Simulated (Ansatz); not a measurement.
**Worked example: Si(SiH3)F3 + SnH2(CH3)(SiH3) → Si(SiH3)2F2 + SnH2(CH3)F**

Gas-phase species: Si(SiH3)F3, singlet; SnH2(CH3)(SiH3), singlet; Si(SiH3)2F2, singlet; SnH2(CH3)F, singlet. The partners trade F for SiH3: Si–F and Sn–SiH3 bonds give way to Si–SiH3 and Sn–F.

Shapes, held fixed at every level: PBE0-D4/def2-TZVP. Programs: Ansatz 0.2.0. The zero-point and thermal change to 298 K, harmonic and unscaled (PBE0-D4/def2-TZVP), is -1.7 kJ/mol.

At CCSD(T)/def2-TZVPP; 1 Eh = 2625.50 kJ/mol:

```
        species   energy (Eh)
     Si(SiH3)F3   -879.344044
SnH2(CH3)(SiH3)   -545.535044
    Si(SiH3)2F2  -1070.369076
     SnH2(CH3)F   -354.456280
```

Work out ΔH(298 K) of the reaction at this level.


1. Products less reactants: (-1070.369076) + (-354.456280) − [(-879.344044) + (-545.535044)] = 0.053732 Eh = +141.1 kJ/mol.
2. With the thermal change: +141.1 + (-1.7) = +139.4 kJ/mol.

Other levels give +115.5 (PBE-D4/def2-TZVPP) to +141.0 kJ/mol (CCSD/def2-TZVPP). No measured value is set beside it here. For atoms past krypton def2 sets carry core potentials with scalar relativity. Outer-core shells of Sn are correlated, in sets that cover them unevenly.
